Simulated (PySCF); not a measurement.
# Electric field gradients and quadrupole coupling constants

Compound: C₆H₁₂BP.
Geometry (PBE0-D3(BJ)/def2-SVP, Å), atoms numbered from 1 in this order:
```
atom  x, y, z in Å
B1    -1.9470    1.6735    0.0681
P2    -0.8060    0.1457   -0.0265
C3    -1.7543   -1.3994   -0.2416
C4     0.2442   -0.1431    1.4075
C5     1.5769   -0.2433    1.3477
C6     2.4201   -0.1768    0.1162
C7     1.7157    0.0158   -1.1869
C8     0.3965    0.1443   -1.3670
H9    -1.2220    2.6456    0.2091
H10   -2.5494    1.6467   -1.0004
H11   -2.6687    1.4369    1.0313
H12   -1.0913   -2.2728   -0.3064
H13   -2.4409   -1.5080    0.6108
H14   -2.3576   -1.3128   -1.1570
H15   -0.2635   -0.1792    2.3768
H16    2.1308   -0.3751    2.2848
H17    3.1642    0.6337    0.2397
H18    3.0431   -1.0902    0.0567
H19    2.3681    0.0653   -2.0667
H20   -0.0049    0.3080   -2.3722
```

Field gradients from the PBE0/pcSseg-1 density (PySCF, non-relativistic), principal values in atomic units, ordered |Vxx| ≤ |Vyy| ≤ |Vzz|:

```
atom      Vxx      Vyy     Vzz
  B1  -0.0682  -0.0898  0.1581
```

**Question.** Find the asymmetry η = (Vxx − Vyy)/Vzz and the couplings χ = eQV/h (234.96 MHz × Q in barn × V in au), with Q(11B) = 0.04059 b.

**Answer.** 
```tsv
atom	environment	nucleus	η	χzz (MHz)	χxx (MHz)	χyy (MHz)
B1	four-coordinate boron	11B	0.14	1.507	-0.651	-0.857
```

**Question.** What is Vzz at B1 in SI units (1 au = 9.71736 × 10²¹ V/m²)?

**Answer.** 0.1581 au = 1.536 × 10²¹ V/m².

**Question.** And the gradient at the other heavy atoms, for which no coupling is worked out here?

**Answer.** 
```
atom                     environment  Vzz (au)     η
  P2  phosphorus bonded to B and 3 C    -1.048  0.12
  C3  sp3 carbon bound to phosphorus     0.088  0.14
  C4                alkene CH carbon     0.229  0.71
  C5                alkene CH carbon     0.345  0.41
  C6                  allylic carbon     0.034  0.16
  C7                alkene CH carbon     0.345  0.41
  C8                alkene CH carbon     0.229  0.71
```

Were the hydrogens deuterons (Q(2H) = 0.00286 b), χzz would run from 132 kHz (H10 and H11) to 203 kHz (H20 and H15).

Isolated species at its PBE0-D3(BJ)/def2-SVP geometry, gas phase. The basis is small and wasn't made for field gradients, so the couplings can be 20 % off.

These values come from a run that also computed NMR shieldings. The run took 65 s wall on one thread, Arm Neoverse N1 (aarch64), no GPU, shared host with 64 logical CPUs at a one-minute load of 59, and the process peaked at 0.95 GiB of memory.
